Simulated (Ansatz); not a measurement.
Z-matrix (Å, degrees):
```
In
O 1 2.144
In 1 3.291 2 39.9
O 1 2.144 2 79.7 3 -1.1
Cl 1 2.332 2 103.7 3 -102.8
H 1 1.692 2 115.1 3 111.9
H 2 0.962 1 112.8 3 120.3
Cl 3 2.332 1 108.6 2 -89.2
H 3 1.692 1 122.8 2 90.8
H 4 0.962 1 112.8 2 -119.2
```

Total charge 0; spin multiplicity 1. In takes the def2 core potential.

Problem. List the r2SCAN/def2-TZVPP orbital energies in eV (Ansatz 0.2.0). (Best estimate.)

Solution. The calculation gave: Occupied: -2752.75, -2752.75, -516.58, -516.58, -254.12, -254.12, -192.64, -192.64, -192.53, -192.53, -192.52, -192.52, -126.11, -126.11, -82.72, -82.72, -82.65, -82.65, -82.56, -82.56, -26.68, -26.48, -21.10, -21.09, -20.10, -20.08, -20.06, -20.05, -19.97, -19.91, -19.86, -19.75, -19.30, -19.25, -13.76, -12.29, -11.92, -10.42, -9.60, -9.56, -8.79, -8.64, -8.33, -8.30, -7.81, -7.73, -7.70, -7.53. Lowest empty: -1.95, -1.32, -1.04, -0.43, -0.08, 0.67, 1.29, 1.62.
